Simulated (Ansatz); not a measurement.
Geometry optimisation, Ansatz 0.2.0, RKS PBE/def2-SVP.

Input file:

```yaml
crystal:
  periodic: [false, false, false]
  atoms:
    - { symbol: Ge, position_ang: [0.0, 0.0, 0.0] }
    - { symbol: H, position_ang: [0.0, 0.0, 1.55] }
    - { symbol: O, position_ang: [1.6691, 0.0, -0.5894] }
    - { symbol: H, position_ang: [1.9855, -0.9521, -0.7061] }
    - { symbol: O, position_ang: [-0.8337, 1.4443, -0.5894] }
    - { symbol: H, position_ang: [-1.7915, 1.2136, -0.8118] }
    - { symbol: Cl, position_ang: [-1.0456, -1.8115, -0.7393] }
basis:
  gaussian: { orbitals: def2-SVP }
hamiltonian:
  xc: pbe
relax:
  f_tol: 0.02
  max_steps: 40
output:
  orbitals: {}
```

Run as:

```bash
$ ansatz run input.yaml --threads 1 --pin off --max-ram 2048MiB --backend cpu --events-out ev --progress --plain --runs-dir out
```

Q: Where does it end, and by what steps?

A: It converged. The force dipped under the threshold on the way, but the program's further checks kept it going. After 14 steps the energy has fallen by 0.181 eV; H6 moved furthest, 0.89 Å.

```csv
step,energy less start (eV),largest force component (eV/Å),accepted
0,0.0000,1.411,yes
1,-0.0760,0.572,yes
2,-0.0887,0.212,yes
3,-0.0910,0.091,yes
4,-0.1160,0.116,yes
5,-0.1418,0.137,yes
6,-0.1590,0.144,yes
7,-0.1624,0.210,yes
8,-0.1699,0.392,yes
9,-0.1531,1.403,no
10,-0.1774,0.093,yes
11,-0.1807,0.065,yes
12,-0.1811,0.017,yes
13,-0.1810,0.024,no
14,-0.1812,0.006,yes
```

```xyz
7
Properties=species:S:1:pos:R:3
Ge -0.093 -0.082 0.180
H -0.038 -0.035 1.715
O 1.499 0.062 -0.619
H 1.718 -0.776 -1.069
O -1.114 1.287 -0.314
H -1.068 1.427 -1.280
Cl -0.921 -1.989 -0.499
```

The run took 44 s on 1 thread of Arm Neoverse V1, with other jobs on the host, peak memory 0.13 GiB.
